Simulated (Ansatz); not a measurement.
Cost and result for the atomization energy of CH$_{4}$GeTe, SMILES `[CH2]1[GeH2][Te]1` (7 atoms, 7 bonds).

Z-matrix (Å, degrees):
```
C
Te 1 2.211
Ge 1 1.927 2 74.4
H 1 1.084 2 112.2 3 114.8
H 1 1.084 2 112.2 3 -114.8
H 3 1.528 1 118.1 2 -106.8
H 3 1.528 1 118.1 2 106.8
```

Charge 0, multiplicity 1. Correlated methods include outer-core shells of Ge, Te, which these sets cover unevenly. Scalar relativity is left out up to krypton. Te: def2 effective core potential. The geometry is a stationary point of PBE0-D4/def2-TZVP. Program: Ansatz. All runs use 2 threads of an Arm Neoverse V1 on a shared host. Times are those of one run each, without the atoms' runs, and a repeat can differ threefold. Electronic energies, without spin–orbit coupling; frozen cores. CCSD(T)/CBS adds CCSD(T) − MP2 in def2-TZVPP to the MP2 limit, and its time is that of the two runs behind it. T1 = 0.011. With those shells the extrapolation isn't a true limit. B3LYP takes the VWN-RPA correlation (the form of Gaussian; ORCA's B3LYP/G).

CCSD(T)/CBS is a level of theory with its own doubt, some kJ/mol a heavy atom from the limit and from the frozen cores, so smaller differences don't rank the functionals.

```
                             level  functions  wall time
            LDA (SPW92)/def2-TZVPP        185      1.6 s
                BLYP-D4/def2-TZVPP        185      2.8 s
                PBE0-D4/def2-TZVPP        185      3.9 s
               BHLYP-D4/def2-TZVPP        185      4.2 s
           CAM-B3LYP-D4/def2-TZVPP        185      4.7 s
 B3LYP-D4/def2-TZVPP (with forces)        185        6 s
r2SCAN-D4/def2-TZVPP (with forces)        185        7 s
                  CCSD(T)/def2-SVP         92      7.5 s
                 B2PLYP/def2-TZVPP        185        8 s
                ωB97X-V/def2-TZVPP        185       12 s
                    MP2/def2-QZVPP        348       23 s
                CCSD(T)/def2-TZVPP        185    2.3 min
                 CCSD(T)/CBS(def2)          –    2.7 min
```

(1) What atomization energy does each give, and how far from CCSD(T)/CBS? (Estimate.)

## Answers

(1) Ansatz gave: 
```
                             level  atomization (kJ/mol)  difference from CCSD(T)/CBS  per bond
            LDA (SPW92)/def2-TZVPP                2395.9                        295.2      42.2
                BLYP-D4/def2-TZVPP                2049.8                        -50.9      -7.3
                PBE0-D4/def2-TZVPP                2073.6                        -27.1      -3.9
               BHLYP-D4/def2-TZVPP                2004.7                        -96.0     -13.7
           CAM-B3LYP-D4/def2-TZVPP                2054.8                        -45.9      -6.6
 B3LYP-D4/def2-TZVPP (with forces)                2058.1                        -42.6      -6.1
r2SCAN-D4/def2-TZVPP (with forces)                2080.7                        -20.0      -2.9
                  CCSD(T)/def2-SVP                1924.2                       -176.5     -25.2
                 B2PLYP/def2-TZVPP                2042.0                        -58.7      -8.4
                ωB97X-V/def2-TZVPP                2080.7                        -20.0      -2.9
                    MP2/def2-QZVPP                2090.8                         -9.9      -1.4
                CCSD(T)/def2-TZVPP                2036.9                        -63.8      -9.1
                 CCSD(T)/CBS(def2)                2100.7                          0.0       0.0
```

From PBE to PBE0 (25 % exact exchange), in def2-TZVPP and without D4, the atomization energy moves by −29.1 kJ/mol: exact exchange takes away binding that semilocal exchange gives to molecules. At CCSD(T), def2-SVP lies −176.6 kJ/mol from the extrapolated value and def2-TZVPP −63.9 kJ/mol: correlation converges slowly with the basis, and small sets miss more of it in the bonded molecule than in its fragments. In def2-TZVPP, CCSD(T) changes the Hartree–Fock value by +606.9 kJ/mol (the triples alone add +43.5 kJ/mol) and MP2 by +623.9 kJ/mol; breaking electron pairs costs correlation energy, which Hartree–Fock lacks.

Spin–orbit coupling would lower the free Te atoms strongly, and the atomization energy with them, by more than many differences here. For some Ge, Se and Sn compounds the MP2-based and the directly extrapolated limit differ by 10 to 25 kJ/mol.
